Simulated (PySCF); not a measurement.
Coordinates in bohr (charge 0 multiplicity 1):
```
Pb   -1.7269    0.0000    0.0000
N    -5.2831    0.0000    0.0000
I     3.4131    0.0000    0.0000
```

Level of theory: PBE0/[Pb def2-TZVP with ECP60, N def2-TZVP, I def2-TZVP with ECP28], scalar-relativistic core potentials, density fitting, no spin–orbit coupling, PySCF.

This geometry of IPbN is a stationary point at this level.

Q: What is the point group?

A: C∞v.

Q: Is it a minimum?

A: Yes: all harmonic wavenumbers are real.

Q: List the harmonic modes with their infrared intensities.

A: 
```
symmetry  ω (cm⁻¹)  IR (km/mol, summed over degenerate members)
       π        78                                         22.2
      σ+       173                                          9.7
      σ+       790                                         13.1
```

Q: What are the dipole moment and the gap between the highest occupied and lowest empty levels?

A: 3.33 D and 3.47 eV.

In C∞v the vibrations span π + 2σ+.

Other isomers or separated fragments may lie lower. No spin–orbit coupling is included, which matters more the heavier the element.
